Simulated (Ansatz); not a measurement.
A structure relaxed at PBE0-D4/def2-TZVP, charge 0, multiplicity 1:

Cartesian coordinates in Å:
```
B -0.979 -0.132 0.613
C 0.281 0.038 -0.176
C 1.297 0.174 -0.813
F 2.361 0.318 -1.480
H -1.767 -0.974 0.304
H -1.193 0.575 1.551
```

Task: Give its formula and SMILES.

Result: C2H2BF, `BC#CF`.

Task: Point group (tolerance 0.08 Å, 0.16 Å for H)?

Result: C2v.

Task: Summarise the bond lengths by kind.

Result: 1 × B–C 1.496 Å; 2 × B–H 1.194 Å; 1 × C–C 1.207 Å; 1 × C–F 1.264 Å.

Results of the Gaussian-basis code of Ansatz.
